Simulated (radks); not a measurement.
The numbers below are computed, except where a source is named.
Valence configurations of Nd+ (all share [Xe]). Level of theory: scalar-relativistic Kohn-Sham, LDA (Slater exchange, Perdew-Wang correlation), spin-polarised, spherical densities, finite nucleus; open shells are filled with parallel spins first (spin-orbit coupling, left out, can overturn this in heavy ions); Fermi nuclear charge, rms radius 4.9123 fm (a radial shooting solver on a logarithmic mesh with Libxc functionals). Energies are relative to 4f4 6s1; eigenvalues in eV for spin up.

| valence | E (eV) | moment (Bohr magnetons) | e(4f) | e(5d) | e(6p) | e(6s) |
|---|---|---|---|---|---|---|
| 4f4 6s1 | 0.000 | 5 | -8.728 | - | - | -8.772 |
| 4f5 | 2.088 | 5 | -3.505 | - | - | - |
| 4f3 6s2 | 3.580 | 3 | -16.379 | - | - | -9.957 |
| 4f3 5d1 6s1 | 2.802 | 5 | -14.081 | -9.242 | - | -9.434 |
| 4f2.5 5d1 6s1 6p0.5 | 7.827 | 5 | -18.817 | -11.087 | -6.813 | -10.493 |
| 4f4 5d1 | 1.044 | 5 | -6.951 | -6.654 | - | - |
| 4f2.5 6s2 6p0.5 | 9.627 | 3 | -21.330 | - | -7.179 | -11.044 |
| 4f3 6s1 6p1 | 6.520 | 5 | -17.422 | - | -7.229 | -10.923 |
| 4f3.5 6s1.5 | 1.072 | 4 | -12.337 | - | - | -9.380 |
| 4f2 6s2 6p1 | 17.836 | 3 | -26.548 | - | -7.916 | -12.077 |

NIST lists [Xe] 4f4 6s1 as the ground configuration; this level of theory agrees among the configurations tried. The energies are those of spherical high-spin densities, not of single terms.
